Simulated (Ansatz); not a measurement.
Reactions of `CN=C(C)O`.

Calculated with Ansatz (gas phase, PBE0-D4/def2-TZVP geometries, no zero-point term in ΔE). CCSD(T)/CBS adds triple-zeta CCSD(T) − MP2 to the extrapolated MP2 energy (def2 sets, frozen cores). This one scheme is used for every species, atoms too. Double bonds are as drawn, so ΔE can hold a change between cis and trans. Functionals use def2-TZVPP. Open shells (•) are unrestricted, without spin–orbit coupling. Spin–orbit coupling would lower the free atoms: a little for C, O. For Br, Mg outer-core shells are correlated without core-valence functions, so the limit isn't a true one: a few kJ/mol of doubt a bond, and 10 to 20 or more in all where bonds break to atoms. Scalar relativity is left out up to krypton. Each species was taken in one conformer, which may not be the lowest.

```
                                                   reaction  PBE-D4 (eV)  HF/CBS(def2) (eV)  MP2/CBS(def2) (eV)  CCSD(T)/CBS(def2) (eV)
                                  `C/N=C(\C)O` → `CN(C)C=O`        -0.23              -0.21               -0.15                   -0.13
                       `C/N=C(\C)O` → 3 C• + 7 H• + N• + O•        51.15              35.16               50.43                   49.57
                                   `C/N=C(\C)O` → `NCC1CO1`         1.25               1.34                1.22                    1.24
 `C/N=C(\C)O` + `[OH][Mg][Br]` → `C[O][Mg][Br]` + `C/N=C/O`         0.73               0.58                0.86                    0.79
`C/N=C(\C)O` + `O=C[SiH](O)O` → `CO[SiH](O)C=O` + `C/N=C/O`         0.72               0.57                0.83                    0.76
  `C/N=C(\C)O` + `NC1C[SiH2]1` → `CNC1C[SiH2]1` + `CC(=N)O`        -0.05              -0.14               -0.08                   -0.08
```

Largest T1 diagnostic: 0.014, for `CN(C)C=O`.
